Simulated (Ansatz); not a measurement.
Q: Predict a relaxed structure of the cluster Te₂Pd (the lowest singlet isomer of a short search), charge 0, singlet, at r2SCAN-D4/def2-TZVP (Ansatz).

A: 
```xyz
3

Pd    0.7536   -0.6910    1.0434
Te    0.7503    0.9280   -0.9494
Te   -1.5039   -0.2370   -0.0940
```
Point group C2v (tolerance 0.1 Å). The metal has 2 neighbours: Te 2.57 Å, Te 2.57 Å. This is one stationary point.

In the def2 sets Pd, Te take a core potential; there is no spin–orbit coupling. The restricted singlet is unstable: a solution with broken spin symmetry lies lower. An occupied level of the charge 0 singlet lies above an empty one (by up to 0.13 eV), so this SCF solution is probably not the lowest. The relaxation made no stability test and no search for a lower SCF solution. At r2SCAN-D4/def2-TZVP a triplet of charge 0 lies 0.45 eV below the restricted singlet, each at its own geometry. The structure comes from a short search, and lower isomers may exist.
